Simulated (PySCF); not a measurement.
# From computed data to an observable: oscillator strength and radiative lifetime

3-fluoropenta-1,4-diene (C₅H₇F), SMILES FC(C=C)C=C.

Coordinates come from a B3LYP-D3(BJ)/def2-SVP optimisation. Other conformers were not sampled.

TDA-M06-2X/def2-SVPD (PySCF) puts the first singlet state with f over 0.02 at 7.03 eV (vertical), with the transition dipole (-0.292, 0.188, -0.190) in atomic units.

### Question
Find the oscillator strength, the wavelength and the radiative lifetime that this transition would have in vacuum if emission retraced absorption.

### Answer

|μ|² = 0.1567 au, so |μ| = 1.01 D. ΔE = 7.03/27.211 = 0.2583 hartree. f = (2/3) ΔE |μ|² = 0.027 (the program prints 0.027).
λ = 1239.84/7.03 = 176 nm; ν = 56701 cm⁻¹.
Einstein's coefficient A = 0.6670 ν² f s⁻¹ (ν in cm⁻¹) = 5.8e7 s⁻¹, so τ = 1/A = 17 ns. This state is S1. The figure is the radiative limit of this one transition; relaxation, internal conversion, crossing to triplets and a medium change what is measured.
